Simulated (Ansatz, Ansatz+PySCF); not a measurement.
```yaml
atoms:
  - { symbol: C, position_ang: [0.0000, 0.0000, -0.1144] }
  - { symbol: H, position_ang: [0.0000, 1.0843, 0.3432] }
  - { symbol: H, position_ang: [0.0000, -1.0843, 0.3432] }
```

Basis set: def2-SVP (spherical functions). Correlated methods keep 1 orbital frozen. Charge 0, multiplicity 3.

Computed with Ansatz (development build ahead of 0.2.0); each method stands on the lowest determinant of its kind that the runs found.

The atomization energy at this shape (free ground-state atoms in the same class of orbitals less the molecule, no zero-point energy) of triplet CH₂:

```tsv
method	atomization energy
UHF-CCSD(T)	7.76 eV
UHF	6.51 eV
ROHF	6.47 eV
```

(1) What does UHF-MP2 give?

Results:

(1) 7.70 eV. Caution: the shape is not the minimum.
